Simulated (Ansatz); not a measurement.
`CB(C)[SiH2]N` → `CB(C)N` + `[SiH2]` at 700 K and 1 bar (silylene formation by 1,1-elimination).

Gas-phase electronic energies from Ansatz, PBE0-D4/def2-TZVP geometries. CCSD(T)/CBS is the MP2 limit (def2-TZVPP, def2-QZVPP) plus CCSD(T) − MP2 in def2-TZVPP, frozen cores. This one scheme is used for every species. Each species was taken in one conformer, which may not be the lowest.

| species | CCSD(T)/CBS energy (Eh) | H − E (kJ/mol) | S (J/(mol·K)) |
| --- | --- | --- | --- |
| `CB(C)[SiH2]N` | -450.72438 | 416.8 | 554.8 |
| `CB(C)N` | -160.48988 | 349.6 | 424.0 |
| `[SiH2]` | -290.19011 | 56.3 | 240.4 |

H − E and S are ideal-gas, rigid-rotor, harmonic terms from PBE0-D4/def2-TZVP, for one conformer and one mirror image of each species. 1 Eh = 2625.50 kJ/mol, R = 8.31446 J/(mol·K).

By hand: ΔE, ΔH, ΔS and ΔG.

ΔE = (-160.48988) + (-290.19011) − (-450.72438) = 0.04439 Eh = 116.5 kJ/mol. Δ(H − E) = 349.6 + 56.3 − 416.8 = -10.9, so ΔH = 105.6 kJ/mol. ΔS = 424.0 + 240.4 − 554.8 = 109.6 J/(mol·K). ΔG = 105.6 − 700 × (109.6)/1000 = 28.9 kJ/mol.

By hand: the equilibrium constant, and the temperature at which ΔG would vanish if ΔH and ΔS stayed fixed.

log₁₀ K = −ΔG/(RT ln 10) = -2.2. ΔG = 0 at ΔH/ΔS = 964 K.

The number of gas molecules changes by +1, which sets the sign of ΔS. A doubt of 5 kJ/mol in ΔE shifts log₁₀ K by 0.4 here. Other conformers and mirror images would add mixing entropy, several J/(mol·K) or more a flexible species. Modes under 60 cm⁻¹, often nearly free rotors, make the harmonic entropy too high. These are equilibria of isolated gas molecules and say nothing of rates. Largest T1 diagnostic: 0.014 (customary marks: 0.02 for closed shells, 0.045 for open ones).
